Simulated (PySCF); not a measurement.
Run record: K-edge absorption job, `CC(=O)[SiH2]C#[C][GeH3]`.

Method: core-valence-separated TDA BHandHLYP/aug-pcX-1 H:pcseg-1 Si:def2-SVPD Ge:def2-SVPD, K edges, non-relativistic, gas phase (PySCF 2.14.0, density-fitted response routines). Geometry: PBE0-D3(BJ)/def2-SVP. The input is one job of a driver script: a line of settings, then coordinates in Å.

Input:
```
{"job": {"kind": "xas", "xc": "BHandHLYP", "basis": {"default": "aug-pcX-1", "H": "pcseg-1", "Si": "def2-SVPD", "Ge": "def2-SVPD"}}, "charge": 0, "multiplicity": 1}
C     -1.893383     0.739889    -0.525613
C     -2.047178     0.467766     0.942691
O     -3.088246     0.622725     1.539370
Si    -0.556128    -0.180526     2.005897
C      0.995717    -0.215699     1.028460
C      1.995025    -0.204833     0.320330
Ge     3.551379    -0.184166    -0.776434
H     -2.854727     1.051401    -0.957345
H     -1.511945    -0.158767    -1.037371
H     -1.132987     1.523615    -0.677722
H     -0.900909    -1.556756     2.463625
H     -0.404629     0.725088     3.178326
H      3.867184     1.272360    -1.145662
H      3.266288    -1.003701    -2.043091
H      4.716077    -0.801916     0.009218
```

Estimate the output.

```
coarse grid: 59504 points
cycle   1  E = -2598.2071504034  dE =  4.298e-02  |g| = 8.263e-01  |ddm| = 5.284e+00
cycle   2  E = -2598.0509676251  dE =  1.562e-01  |g| = 1.281e+00  |ddm| = 2.071e+00
cycle   3  E = -2598.3465376327  dE = -2.956e-01  |g| = 1.331e-01  |ddm| = 1.074e+00
cycle   4  E = -2598.3495750536  dE = -3.037e-03  |g| = 6.315e-02  |ddm| = 2.449e-01
cycle   5  E = -2598.3502683592  dE = -6.933e-04  |g| = 2.142e-02  |ddm| = 9.903e-02
cycle   6  E = -2598.3503732408  dE = -1.049e-04  |g| = 7.061e-03  |ddm| = 3.287e-02
cycle   7  E = -2598.3503873296  dE = -1.409e-05  |g| = 1.481e-03  |ddm| = 1.400e-02
cycle   8  E = -2598.3503880930  dE = -7.634e-07  |g| = 5.871e-04  |ddm| = 4.124e-03
final grid: 123984 points
cycle   9  E = -2598.3503953851  dE = -3.885e-08  |g| = 5.859e-04  |ddm| = 4.525e-03
cycle  10  E = -2598.3503953285  dE =  5.668e-08  |g| = 8.480e-04  |ddm| = 1.260e-03
cycle  11  E = -2598.3503954592  dE = -1.308e-07  |g| = 9.674e-05  |ddm| = 6.553e-04
cycle  12  E = -2598.3503954611  dE = -1.922e-09  |g| = 2.877e-05  |ddm| = 1.126e-04
cycle  13  E = -2598.3503954614  dE = -2.128e-10  |g| = 2.256e-05  |ddm| = 6.702e-05
converged SCF energy = -2598.3503954614

C K edge
   eV          f      from atoms
  282.552   0.05533   C4
  282.577   0.05433   C4
  282.716   0.04521   C5
  282.775   0.04582   C5
  282.865   0.07642   C1
  284.337   0.00048   C0
  285.610   0.00391   C4
  285.660   0.01028   C0
  285.976   0.01948   C5
  286.085   0.00032   C4
  286.154   0.02637   C0
  286.251   0.00629   C0
  286.264   0.00006   C5
  286.543   0.01160   C4
  286.567   0.00014   C5
  286.590   0.02982   C0
  286.877   0.01037   C4
  287.013   0.00690   C0
  287.044   0.00182   C4
  287.123   0.00842   C5

O K edge
   eV          f      from atoms
  528.251   0.05147   O2
  533.746   0.00427   O2
  534.041   0.00080   O2
  534.308   0.00408   O2
  534.370   0.00090   O2
  535.092   0.00160   O2
  535.160   0.00080   O2
  535.164   0.00099   O2
```

The program numbers atoms from 0.

Summary of the converged run: lowest C 1s excitation 282.6 eV; lowest O 1s excitation 528.3 eV; the energies are raw, with no shift to experiment and no relativistic term.

 The BHandHLYP/aug-pcX-1 (pcseg-1 on H, def2-SVPD on Si, def2-SVPD on Ge) calculation is non-relativistic and has no spin–orbit coupling, an omission that weighs most on germanium.

The run took 61 s on Arm Neoverse N1, one thread, no GPU, on a shared host.

One conformer stands for the species.
Labels such as C1 count atoms from 1, the log's own numbers from 0.
